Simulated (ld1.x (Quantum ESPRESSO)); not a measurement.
## gadolinium, PAW: configuration errors across variants

* Element: gadolinium (Gd)
* Generator: ld1.x (Quantum ESPRESSO) 7.5
* Type: PAW
* Functional: LDA (PZ)
* Relativity: fully relativistic
* Frozen core: [Kr] 4d10
* Valence charge: 18
* Reference configuration: 4f7 5s2 5p6 5d1.5 6s1.5 6p0
* Partial waves: 5s (bound): rcut 1.70, rcutus 1.85 bohr; 6s (bound): rcut 1.70, rcutus 1.85 bohr; 5p (bound): rcut 2.30, rcutus 2.50 bohr; 6p (bound, empty): rcut 2.30, rcutus 2.50 bohr; 5d (bound): rcut 1.60, rcutus 2.20 bohr; 5d channel at 0.2 Ry: rcut 1.60, rcutus 2.20 bohr; 4f (bound): rcut 0.90, rcutus 1.20 bohr; 4f channel at 0.4 Ry: rcut 0.90, rcutus 1.20 bohr
* Local potential: all-electron potential smoothed inside 1.00 bohr (lloc = -1)
* Core correction: Bessel-smoothed model core inside 0.55 bohr
* Augmentation charge: BESSEL, radius 0.70 bohr

Open shells are filled in proportion to 2j + 1 (rel_dist='average').

All-electron excitation energies from the reference (eV): (1) 4f7 5s2 5p6 5d1 6s2 6p0 -0.842; (2) 4f7 5s2 5p6 5d1 6s1 6p0 6.014; (3) 4f7 5s2 5p6 5d1 6s0 6p0 18.390; (4) 4f7 5s2 5p6 5d0 6s2 6p0 5.402; (5) 4f7 5s2 5p6 5d0 6s0 6p0 38.427; (6) 4f8 5s2 5p6 5d1 6s0 6p0 3.486; (7) 4f7 5s1 5p6 5d1 6s2 6p0 54.604.

Errors AE − PS in meV (a dash: test not solved or not reliable):

```csv
change,(1),(2),(3),(4),(5),(6),(7),bound ghosts
base,-1.6,-0.6,-1.1,-18,-25,-498,-43,not determined
local potential all-electron potential smoothed inside 1.20 bohr (lloc = -1),-0.9,+0.7,+0.4,–,–,–,–,not determined
local potential all-electron potential smoothed inside 1.44 bohr (lloc = -1),-3.2,-0.2,-1.0,-33,-7.8,–,–,not determined
local potential all-electron potential smoothed inside 1.70 bohr (lloc = -1),-4.9,-0.3,-2.6,–,–,–,–,not determined
local potential all-electron potential smoothed inside 1.94 bohr (lloc = -1),-4.3,-0.3,-2.3,-48,-19,+1518,+23,not determined
local potential all-electron potential smoothed inside 2.12 bohr (lloc = -1),-3.1,-0.2,-1.2,-35,-15,–,–,not determined
local potential all-electron potential smoothed inside 2.46 bohr (lloc = -1),-1.8,-0.7,-7.2,–,–,–,–,not determined
local potential all-electron potential smoothed inside 2.70 bohr (lloc = -1),-1.6,+2.1,-1.1,–,–,–,–,not determined
local potential all-electron potential smoothed inside 2.84 bohr (lloc = -1),–,–,–,–,–,–,–,not determined
```

**Question.** Give the same row for: local potential all-electron potential smoothed inside 1.04 bohr (lloc = -1).

**Answer.** -1.9, -0.9, -1.7, -24, -38, -704, -83; bound ghosts: not determined.
